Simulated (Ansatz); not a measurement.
Two structures of BSiH6Br, singlet, reached by relaxing down either side of one saddle point (PBE0-D4/def2-TZVP). Energies are electronic, without zero-point energy. Computed with Ansatz 0.2.0 (basis: def2-TZVPP and def2-QZVPP); correlated methods freeze the cores. Filled d shells of the heavier atoms are correlated. The def2 sets are not built for correlating such inner shells, so the correlated values are less sure here. Extrapolation: Hartree–Fock as exp(−7.88 √X), correlation as X^−2.97. First:

```
atom    x (Å)    y (Å)    z (Å)
  B1  -0.7148  -0.1571  -0.8533
 Br2   0.2556   0.3074  -2.5096
  H3  -1.9067  -0.0848  -0.8633
  H4  -0.3521  -1.2116  -0.3653
  H5  -0.5261   0.8363  -0.0321
 Si6   0.5927   0.0922   0.8992
  H7   1.7950  -0.5634   0.3546
  H8  -0.1181  -0.6550   1.9570
  H9   0.9747   1.4360   1.4128
```

Second:

```
9
angstrom
B -0.9195 -0.4436 -0.3809
Br -0.0325 0.7534 -2.1418
H -1.9977 0.0825 -0.4226
H -0.8399 -1.5434 -0.8488
H 1.3552 0.5590 -1.8654
Si 0.3341 0.0538 1.1098
H 1.7600 -0.1788 0.7080
H 0.0878 -0.7707 2.3283
H 0.2526 1.4880 1.5133
```

Question: Which bonds change from the first to the second?

Answer: BSiH₆Br ([Br][BH2]1[H][SiH3]1) → BSiH₆Br ([SiH3][BH2][BrH]); bonds formed: Br2–H5; dative contacts that become bonds: B1–Si6; bonds broken: B1–H5, H5–Si6; bonds weakened to dative contacts: B1–Br2.

Question: Give the saddle point's structure and its height above each. (Judge from chemistry; the value comes from the calculation.)

Answer: The calculation gives: 1.289 eV above the first and 0.321 eV above the second (CCSD(T) at an estimated basis limit (MP2 extrapolated from triple and quadruple zeta, plus CCSD(T) − MP2 in triple zeta)).
B1  (-0.835, -0.437, -0.408)
Br2  (0.098, 0.726, -2.575)
H3  (-1.873, 0.149, -0.451)
H4  (-0.736, -1.526, -0.885)
H5  (0.579, 0.490, -1.213)
Si6  (0.467, 0.086, 1.066)
H7  (1.892, -0.260, 0.796)
H8  (-0.002, -0.746, 2.212)
H9  (0.411, 1.519, 1.458)
(Å)

The T1 diagnostic stays at or below 0.011.

Labels in which every atom is bracketed show which atoms are joined, not bond orders.

For scale, one of the runs: CCSD(T)/def2-TZVPP, 205 basis functions, launched by `ansatz run in.yaml --threads 3 --pin off --events-out ev --progress --plain --max-ram 6092MiB`. Time: 30 s of wall clock on 3 CPU threads of an Intel Xeon; the host was shared. Peak host memory: 2.8 GiB.
